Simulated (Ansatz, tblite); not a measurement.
Forces on SeBr2 at its PBE-D4/def2-TZVP geometry. Charge 0, multiplicity 1.

The xTB rows come from tblite.

GFN1-xTB (tblite), largest force 0.65 eV/Å:

```xyz
3
positions Å, forces eV/Å
Se    0.119    0.519   -0.799   -0.081   -0.354    0.545
Br    1.593    0.276    0.994   -0.331    0.057   -0.406
Br   -1.712   -0.795   -0.194    0.412    0.297   -0.139
```

GFN2-xTB (tblite), largest force 0.41 eV/Å:

```
Se -0.045 -0.197 0.303
Br -0.310 -0.009 -0.271
Br 0.355 0.206 -0.032
```

PBE-D4/def2-TZVP (Ansatz), largest force 0.00 eV/Å:

```
Se 0.000 -0.002 0.003
Br -0.002 0.000 -0.002
Br 0.002 0.002 -0.001
```
